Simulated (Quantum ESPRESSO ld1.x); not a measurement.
Values are calculated unless marked as measured or tabulated.
Q: The mean radii <r> (bohr) of the occupied orbitals of an atom or ion are listed with their occupations. Code: ld1.x of Quantum ESPRESSO 7.5. Model: scalar-relativistic Kohn-Sham, LDA (Slater exchange, Perdew-Zunger correlation), spin-polarised, spherical densities, point nucleus.

orbital  occ.      <r>
1s up       1  0.01867
1s down     1  0.01867
2s up       1  0.07899
2s down     1  0.07899
2p up       3  0.07059
2p down     3  0.07059
3s up       1   0.2050
3s down     1   0.2050
3p up       3   0.2050
3p down     3   0.2050
3d up       5   0.1857
3d down     5   0.1857
4s up       1   0.4583
4s down     1   0.4583
4p up       3   0.4868
4p down     3   0.4868
4d up       5   0.5204
4d down     5   0.5204
5s up       1    1.050
5s down     1    1.051
5p up       3    1.183
5p down     2    1.186
4f up       7   0.6051
4f down     6   0.6050

Name the element and its charge. Open shells, if any, are filled with parallel spins first.

A: Z = 73, tantalum, charge +7: Ta7+ in [Kr] 4d10 4f13 5s2 5p5. The 1s radius gives Z: for a bare nucleus <r> = (2 gamma + 1)/(2Z) with gamma = sqrt(1 - (Z/c)^2), 0.01844 bohr for Z = 73, and screening makes it slightly larger (0.01867 here). The occupations add up to 66, and the charge is Z minus that.
